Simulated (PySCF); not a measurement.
## Calculated properties of `C#CC[C@@H](C)CC(C)C`

C9H16.
Geometry (PBE0-D3(BJ)/def2-SVP, Å), atoms numbered from 1 in this order:
```xyz
25
C9H16 angstrom
C      3.0791    1.0348    0.3397
C      2.3531    0.4428   -0.4290
C      1.4632   -0.2694   -1.3378
C      0.4364   -1.1734   -0.6294
C      1.1222   -2.3493    0.0547
C     -0.4363   -0.4050    0.3636
C     -1.1774    0.8219   -0.1722
C     -1.9664    1.4877    0.9504
C     -2.0868    0.4893   -1.3502
H      3.7279    1.5635    1.0125
H      2.0701   -0.8818   -2.0265
H      0.9420    0.4692   -1.9696
H     -0.2116   -1.5762   -1.4273
H      1.8198   -1.9963    0.8310
H      0.3850   -3.0082    0.5385
H      1.6965   -2.9553   -0.6633
H      0.1994   -0.0888    1.2092
H     -1.1772   -1.1087    0.7854
H     -0.4216    1.5516   -0.5155
H     -1.3118    1.7582    1.7933
H     -2.4646    2.4057    0.6021
H     -2.7466    0.8109    1.3374
H     -2.8322   -0.2729   -1.0667
H     -2.6362    1.3809   -1.6901
H     -1.5276    0.1002   -2.2149
```

Structural features include: alkyne.

From PBE0-D3(BJ)/def2-SVP geometry optimisation, gas phase (PySCF):

| Quantity | Value |
| --- | --- |
| Point group | C1 |
| Rotational constants A, B, C | 2.033, 1.023, 0.868 GHz |

wB97X-D/def2-SVPD ground state, ΔSCF and vertical TDDFT (core frozen in the response) (PySCF):

| Item | Value |
| --- | --- |
| Dipole moment | 0.65 D |
| HOMO energy | -9.54 eV |
| LUMO energy | 2.20 eV |
| HOMO–LUMO gap | 11.74 eV |
| Lowest singlet excitation | 6.56 eV (189 nm, f = 0.000) |
| Strongest line among the 10 lowest singlet transitions | S8 at 8.91 eV (139 nm, f = 0.114) |
| Lowest triplet excitation (Tamm–Dancoff) | 5.45 eV |
| Static isotropic polarisability | 106.7 au |
| Vertical ionisation energy | 9.88 eV |
| Electronic spatial extent ⟨r²⟩ about the centre of nuclear charge | 1550 bohr² |

PBE0/pcSseg-1 ground state and GIAO shieldings, non-relativistic (PySCF):

| Item | Value |
| --- | --- |
| Lowest Hirshfeld atomic charge | -0.13 e on C1 |
| Highest Hirshfeld atomic charge | +0.09 e on H10 |
| 13C chemical shifts (computed TMS as zero) by class | 84.7 (C2), 76.4 (C1), 44.0 (C6), 29.8 (C4), 26.2 (C7), 26.0 (C8), 23.2 (C3), 22.3 (C5), 21.2 (C9) ppm |
| 1H chemical shifts (computed TMS as zero) by class | 2.43 (H12), 1.98 (H11), 1.78 (H10), 1.55 (H17), 1.48 (H19), 1.42 (H13), 1.04 (H14/H15/H16), 0.95 (H20/H21/H22), 0.80 (H23/H24/H25), 0.60 (H18) ppm |
| Mayer bond orders between heavy atoms | C1–C2 2.58, C2–C3 1.05, C3–C4 1.03, C4–C5 1.05, C4–C6 1.00, C6–C7 1.00, C7–C8 1.05, C7–C9 1.02 |

Monoisotopic mass from the formula: 124.1252 u.

With B = h/(8π²I), that is 505.379 GHz u Å² over I, the principal moments of inertia are 248.6, 494.2 and 581.9 u Å² (most abundant isotopes). The ΔSCF ionisation energy exceeds −ε(HOMO) by 0.34 eV with wB97X-D. The rotational constants make it an asymmetric top with κ = (2B − A − C)/(A − C) = -0.74, nearer the prolate limit (−1). The principal polarisabilities are 95.0, 107.1 and 118.0 au; their mean is the isotropic value. S1 lies 5.18 eV below the HOMO–LUMO gap.

 NMR classes are plain means over equivalent atoms (diastereotopic ones count apart unless rotation or inversion swaps them), as if these changed places fast; in this geometry the members of some classes differ.

For the TDDFT job (wB97X-D/def2-SVPD), time: 8.0 min of wall time. Hardware: one thread of an x86-64 server, shared host.

One conformer stands for the species.
